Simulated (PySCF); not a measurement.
# How the method changes the shape and vibrations of B2GeH3O cation

Calculated results; nothing here was measured. The program is PySCF 2.14.0, an open-source quantum chemistry code, run on an isolated molecule that a program drew, which may never have been made. The molecule is B2GeH3O cation (charge +1, singlet), drawn as the SMILES string `O=B[B+][GeH3]`.

The geometry was optimised and harmonic frequencies were computed with HF and MP2, all in the cc-pVDZ basis, for the commonest isotopes, with a restricted reference for singlets and an unrestricted one otherwise, and a frozen core in MP2. Germanium has the cc-pVDZ-PP basis, with a core potential (ECP10MDF) in place of its 10 inner electrons, and its 3s, 3p and 3d shells are frozen in MP2. Each result is a local minimum of its method.

Geometry at the HF minimum:
```xyz
7
B2GeH3O cation, angstrom
O    -1.0784    2.7606    1.1266
B    -0.9772    1.5964    1.2195
B    -0.8304   -0.0953    1.3557
Ge   -0.6462   -2.2268    1.5281
H     0.7183   -2.4771    0.9162
H    -1.8314   -2.7132    0.7172
H    -0.7441   -2.4324    3.0270
```

Lengths of the bonds as drawn, in Å (atoms numbered as above):
| bond | HF | MP2 |
|---|---|---|
| O1-B2 | 1.172 | 1.219 |
| B2-B3 | 1.703 | 1.678 |
| B3-Ge4 | 2.146 | 2.108 |
| Ge4-H5 | 1.516 | 1.524 |
| Ge4-H6 | 1.516 | 1.524 |
| Ge4-H7 | 1.516 | 1.524 |

Rotational constants, in GHz:
| constant | HF | MP2 |
|---|---|---|
| A | 76.02 | 75.34 |
| B | 1.156 | 1.173 |
| C | 1.156 | 1.173 |

Harmonic frequencies in cm^-1, each column in rising order, so a row needn't be the same motion in every method:
```
rank    HF   MP2
   1   125   115
   2   125   115
   3   270   279
   4   363   324
   5   363   324
   6   599   555
   7   599   555
   8   849   778
   9   932   871
  10   932   872
  11   940   942
  12  2255     ?
  13  2299  2230
  14  2307  2247
  15  2307  2247
```

**Estimate the missing MP2 frequency from the HF column.**

A single factor s that minimises the squared misfit of MP2 against s times HF over the other rows is sum(HF x MP2) / sum(HF^2) = 0.9662, with an rms misfit of 24 cm^-1. For rank 12 it gives 0.9662 x 2255 = 2179 cm^-1. The calculation gives 1917 cm^-1, 262 cm^-1 below the estimate. The drawn bonds are on average 0.4 % longer in MP2 than in HF.
